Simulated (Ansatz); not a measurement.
`B[N]([GeH3])C=C` and `B[N](C)[GeH3]` differ in one atom or group.

Ansatz, PBE0-D4/def2-TZVP geometries, multiplicity 1. Each molecule was computed in one conformer, which needn't be the lowest.

Scalar relativity is left out up to krypton.

| property | `B[N]([GeH3])C=C` |
| --- | --- |
| HOMO–LUMO gap (ωB97M-V/def2-TZVPP) / eV | 10.38 |
| HOMO energy (PBE0/def2-TZVPP) / eV | -6.91 |
| LUMO energy (PBE/def2-TZVPP) / eV | -1.52 |
| size of the dipole moment (ωB97M-V/def2-TZVPP) / D | 1.16 |
| HOMO energy (ωB97M-V/def2-TZVPP) / eV | -9.08 |
| size of the dipole moment (B3LYP/def2-TZVPP) / D | 1.16 |

**Question.** Give the same properties after the change, and the shifts. (An estimate is asked.)

**Answer.** Computed: 
```csv
property,`B[N](C)[GeH3]`,shift
HOMO–LUMO gap (ωB97M-V/def2-TZVPP) / eV,11.93,1.55
HOMO energy (PBE0/def2-TZVPP) / eV,-7.81,-0.90
LUMO energy (PBE/def2-TZVPP) / eV,-0.88,0.64
size of the dipole moment (ωB97M-V/def2-TZVPP) / D,1.72,0.56
HOMO energy (ωB97M-V/def2-TZVPP) / eV,-10.10,-1.02
size of the dipole moment (B3LYP/def2-TZVPP) / D,1.71,0.55
```

With PBE0 the HOMO falls by 0.90 eV and the LUMO rises by 0.63 eV, so the gap widens by about 1.53 eV. PBE moves the HOMO by -0.69 eV and ωB97M-V by -1.02 eV. Dipoles are sizes alone; their direction can turn.

B3LYP here is the variant with VWN-RPA as its local correlation; programs differ in this.
